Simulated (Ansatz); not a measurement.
Species: C₉H₇NSSi, SMILES `N#Cc1cc([SiH3])cc2sccc12` (charge 0, multiplicity 1), formula C₉H₇NSSi.

**Question.** How many basis functions does frozen-core CCSD(T)/cc-pVDZ // PBE-D3(BJ)/def2-SVP (Ansatz, a first-principles code) use, how many core orbitals are frozen, and how many electrons are correlated?

**Answer.** 211 basis functions and 20 frozen orbitals, which leaves 58 correlated electrons. Core time is of the order of minutes.
